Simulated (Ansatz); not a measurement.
Molecule: sum formula AlO2H2 (charge +1, singlet). It need not be the lowest isomer of its formula. 
Structure (B3LYP-D3(BJ)/def2-TZVP (Ansatz, a first-principles code) minimum search):
```
Al
O 1 1.6022
H 2 0.9583 1 154.23
O 1 1.6022 3 170.41 2 -180.00
H 4 0.9583 1 154.23 3 180.00
```
Charge +1, spin multiplicity 1.

Basis-set convergence of Hartree-Fock and MP2 correlation energies (hartree) with Ansatz. Correlated levels leave the core frozen unless marked. No spin-orbit coupling. Non-relativistic.

| basis | functions | E(HF) | E(corr, MP2) |
|---|---|---|---|
| cc-pV(D+d)Z | 61 | -392.64452 | -0.42043 |
| cc-pV(T+d)Z | 127 | -392.71855 | -0.53534 |
| cc-pV(Q+d)Z | 234 | -392.73368 | -0.57778 |

Extrapolating the two largest sets (X = 3 and 4) as X^-3: E(corr) = (64·(-0.57778) - 27·(-0.53534))/37 = -0.6087 Eh, an estimate of the basis-set limit. The largest set recovers 94.9 % of it, the smallest 69.1 %.
